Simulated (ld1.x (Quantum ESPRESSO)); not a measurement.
**P: one change to an ultrasoft potential, before and after**

```
Element                 : P (Z = 15)
Generator               : ld1.x (Quantum ESPRESSO) 7.5
Type                    : ultrasoft
Functional              : PBE
Relativity              : non-relativistic
Frozen core             : [Ne]
Valence charge          : 5
Reference configuration : 3s1 3p4
Partial waves           : 3s (bound): rcut 1.25, rcutus 1.45 bohr; 3s channel at -0.65 Ry: rcut 1.25, rcutus 1.45 bohr; 3p (bound): rcut 1.35, rcutus 1.60 bohr; 3p channel at 1.3 Ry: rcut 1.35, rcutus 1.60 bohr; 3d channel at 0.1 Ry: rcut 1.55, rcutus 1.75 bohr; 3d channel at 2.2 Ry: rcut 1.55, rcutus 1.75 bohr
Local potential         : all-electron potential smoothed inside 1.15 bohr (lloc = -2)
Core correction         : none
Augmentation charge     : PSQ, radius 1.15 bohr
```

All-electron outer shells of the reference configuration (PBE, non-relativistic, ld1.x):

```tsv
shell	level (eV)	outermost node (bohr)	outermost maximum (bohr)
2p	-126.01	–	0.36
3s	-14.59	0.66	1.58
3p	-6.08	0.64	1.81
```

Change: core correction a·sin(br)/r model core inside 0.58 bohr.

Cutoffs: the cutoffs (Ry, on a coarse ladder) from which the occupation-weighted sum of valence levels, in a spherical-Bessel basis at the reference potential, stays within 10 and 1 mRy of its value at 400 Ry; they do not see the model core or the augmentation charge, which bear on the density cutoff. Errors are all-electron minus pseudo energies relative to the spin-unpolarised reference configuration.

How do hardness, ghosts and transferability respond?

The potential gets neither clearly harder nor softer (15 Ry and 25 Ry → 15 Ry and 25 Ry); of the 7 tests that both files solve, the error grows in 3 and shrinks in 1 by more than 15 % and 0.3 meV (median size 0.8 → 1.3 meV); neither file shows a bound ghost. A model core, the more so a compact one, raises the density cutoff, which this test does not measure.

| quantity | base | changed |
| --- | --- | --- |
| cutoff, loose | 15 Ry | 15 Ry |
| cutoff, tight | 25 Ry | 25 Ry |
| bound ghosts | none | none |
| error for 3s2 3p3, meV [ΔE -8.45 eV] | +0.8 | -1.4 |
| error for 3s2 3p2, meV [ΔE 1.29 eV] | -0.5 | +0.8 |
| error for 3s2 3p1, meV [ΔE 20.45 eV] | -6.1 | +7.0 |
| error for 3s0 3p5, meV [ΔE 8.58 eV] | +1.1 | -1.3 |
| error for 3s2 3p2.5, meV [ΔE -4.67 eV] | +0.7 | -0.7 |
| error for 3s2 3p0, meV [ΔE 50.20 eV] | -13 | +17 |
| error for 3s1 3p3, meV [ΔE 10.32 eV] | -0.8 | +0.1 |
| s: phases at 1.89 bohr within 0.05 rad from the reference energy up to (Ry; the scan ends near 5) | 4.3 | 4.3 |
| p: phases at 1.89 bohr within 0.05 rad from the reference energy up to (Ry; the scan ends near 5) | to the end of the scan | to the end of the scan |
| d: phases at 1.89 bohr within 0.05 rad from the reference energy up to (Ry; the scan ends near 5) | to the end of the scan | to the end of the scan |
| lowest overlap eigenvalue by channel | s 0.51, p 0.75, d 0.96 | s 0.51, p 0.75, d 0.96 |
